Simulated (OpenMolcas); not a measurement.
A calculation on Nd3+.

| Item | Value |
| --- | --- |
| Program | OpenMolcas |
| Method | CASSCF |
| Basis | ANO-RCC-VQZP [9s8p6d4f3g2h] |
| Scalar Hamiltonian | DKH2, point nucleus |
| Active space | 3 electrons in 7 orbitals (4f) |
| State averaging | 2S+1 = 4 odd, 35 roots; 2S+1 = 2 odd, 112 roots (105 in the spin-orbit step) |
| Spin-orbit coupling | state interaction with AMFI integrals over the reference wave functions, term energies averaged over their components |

**Question.** Which level of the active space comes out lowest?

**Answer.** 4f³ ⁴I°_9/2, with 98 % of that term; it is also the measured ground level.

**Question.** How high does 4f³ ⁴I°_13/2 lie?

**Answer.** 0.5120 eV above the lowest level; measured 0.4845 eV above the ground level, so the calculation is off by +6 %.

**Question.** How high does 4f³ ⁴I°_15/2 lie?

**Answer.** 0.7931 eV above the lowest level; measured 0.7425 eV above the ground level, so the calculation is off by +7 %.

**Question.** How high does 4f³ ⁴F°_9/2 lie?

**Answer.** 2.3636 eV above the lowest level; measured 1.8591 eV above the ground level, so the calculation is off by +27 %.

**Question.** The level at 1.9774 eV has J = 9/2. What is it made of, and what is its g factor?

**Answer.** 78 % 4f³ ²H°_9/2(1), 14 % 4f³ ²G°(1), 5 % 4f³ ⁴F°; g = 0.959, against 0.909 from Landé's formula for the pure leading term.

Measured values: the list in Arab et al., J. Quant. Spectrosc. Radiat. Transfer 229, 145 (2019) and Gaigalas et al. (2019), from Wyart et al. (2007).

High states are left out of the spin-orbit mixing, which shifts the levels that they would mix with. Without dynamic correlation excited terms often stand tens of per cent too high (terms of higher spin than the ground term too low), and those without a measured partner can miss by more than the paired ones. Some levels mix across a computed gap that differs much from the measured one, so their mixing is not that of the real levels. Computed and measured levels are paired by configuration, term and J; levels that our copy of the source lacks, or whose pairing is in doubt (as where it misses far off the trend of its configuration), stay unpaired and out of the deviations. Levels of configurations outside the active space are missing.

A number in round brackets counts repeated terms of one configuration in the order of the reference energies. ° marks odd parity.
